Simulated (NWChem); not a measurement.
Species: In cation, singlet

Computed with NWChem. Low-valent species are run as closed-shell singlets; no triplet was tried in these runs. def2 effective core potentials on In; no spin-orbit coupling.

Estimate the computed values for PBE0/def2-SVPD. Quantities: highest occupied level (eV); orbital gap (eV).


```yaml
highest occupied level (eV): -15.77
orbital gap (eV): 8.16
```
